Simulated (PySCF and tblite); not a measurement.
Computed ¹H and ¹³C shifts (ppm) of 4 molecules with 5 carbons each, averaged over conformers at 298.15 K: GIAO PBE0/pcSseg-1 on GFN2-xTB geometries, unscaled, against TMS (¹H), TMS (¹³C) at the same level; H on other atoms than carbon is left out (PySCF, tblite).

P. ¹H: 7.52 (1H), 4.23 (2H), 4.21 (2H), 2.05 (3H) ¹³C: 173.8 (1C), 113.4 (1C), 66.3 (2C), 23.2 (1C)
Q. ¹H: 5.32 (1H), 3.66 (1H), 3.62 (3H), 1.46 (3H) ¹³C: 120.2 (1C), 84.5 (1C), 82.8 (1C), 59.7 (1C), 16.9 (1C)
R. ¹H: 6.81 (1H), 6.35 (1H), 5.48 (1H), 5.27 (1H), 5.06 (1H), 3.74 (3H) ¹³C: 160.6 (1C), 141.3 (1C), 117.1 (1C), 111.1 (1C), 56.6 (1C)
S. ¹H: 7.20 (1H), 7.08 (1H), 6.87 (1H), 3.17 (2H) ¹³C: 152.3 (1C), 148.8 (1C), 145.1 (1C), 140.3 (1C), 50.9 (1C)

The molecules:
1. C₅H₈FNO, SMILES CO[C@H](C)[C@H](F)C#N
2. C5H8Ge, SMILES [GeH3][C]1=CC=CC1
3. C₅H₈O, SMILES C=C/C=C/OC
4. C₅H₈O₄, SMILES CC(=O)OC1OCCO1

(1) Which spectrum belongs to which molecule?

Unscaled shifts at such levels can be off by 15 ppm or more for ¹³C and 0.8 ppm for ¹H.

For scale, the study of CO[C@H](C)[C@H](F)C#N took 2.2 min on 1 thread of Arm Neoverse V2 (shared host) (rough), launched as `OMP_NUM_THREADS=1 python ens_run.py task.json out`.

## Answers

(1) P is 4; Q is 1; R is 3; S is 2.

Assigned:
1. [CH3:1][O:2][C@H:3]([CH3:4])[C@H:5]([F:6])[C:7]#[N:8]: ¹³C: 120.2 (C7), 84.5 (C5), 82.8 (C3), 59.7 (C1), 16.9 (C4) ppm.
2. [GeH3:1][C:2]1=[CH:3][CH:4]=[CH:5][CH2:6]1: ¹³C: 152.3 (C3), 148.8 (C5), 145.1 (C2), 140.3 (C4), 50.9 (C6) ppm.
3. [CH2:1]=[CH:2]/[CH:3]=[CH:4]/[O:5][CH3:6]: ¹³C: 160.6 (C4), 141.3 (C2), 117.1 (C1), 111.1 (C3), 56.6 (C6) ppm.
4. [CH3:1][C:2](=[O:3])[O:4][CH:5]1[O:6][CH2:7][CH2:8][O:9]1: ¹³C: 173.8 (C2), 113.4 (C5), 66.3 (C7/C8), 23.2 (C1) ppm.
